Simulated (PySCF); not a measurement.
C9H7F3, SMILES `C=Cc1ccc(C(F)(F)F)cc1` (C–C–C–C torsion 179°), neutral singlet in the gas phase. 

Cartesian coordinates (Å):
SMILES: C=Cc1ccc(C(F)(F)F)cc1
```xyz
19

C     -3.5519     0.2100    -0.1890
C     -2.5486    -0.6266     0.1002
C     -1.1113    -0.3294     0.0685
C     -0.2008    -1.3338     0.4281
C      1.1708    -1.1043     0.4174
C      1.6605     0.1449     0.0424
C      3.1402     0.3930    -0.0243
F      3.6156     0.2003    -1.2615
F      3.8191    -0.4231     0.7870
F      3.4455     1.6493     0.3168
C      0.7694     1.1602    -0.3168
C     -0.5970     0.9242    -0.3040
H     -4.5907    -0.1221    -0.1318
H     -3.3849     1.2473    -0.4913
H     -2.7968    -1.6517     0.3973
H     -0.5802    -2.3147     0.7256
H      1.8646    -1.8953     0.7073
H      1.1534     2.1420    -0.6008
H     -1.2770     1.7301    -0.5864
```
Charge 0, multiplicity 1.

All levels are single points at this geometry (PBE0-D3(BJ)/def2-SVP); Pople sets use spherical d functions. Orbital energies aren't observables, and empty levels follow the basis.

HF/3-21G in PySCF gives gap (eV) = 11.06.

Estimate the gap (eV) from each of these levels: PBE-D3(BJ)/def2-TZVP in PySCF; PBE0-D3(BJ)/def2-TZVP in PySCF; B3LYP/3-21G in PySCF; M06-2X/6-31G* in PySCF; HF/STO-3G in PySCF.


```json
[
 {"level": "PBE-D3(BJ)/def2-TZVP in PySCF", "gap (eV)": "3.60"},
 {"level": "PBE0-D3(BJ)/def2-TZVP in PySCF", "gap (eV)": "5.36"},
 {"level": "B3LYP/3-21G in PySCF", "gap (eV)": "5.23"},
 {"level": "M06-2X/6-31G* in PySCF", "gap (eV)": "7.36"},
 {"level": "HF/STO-3G in PySCF", "gap (eV)": "12.52"}
]
```
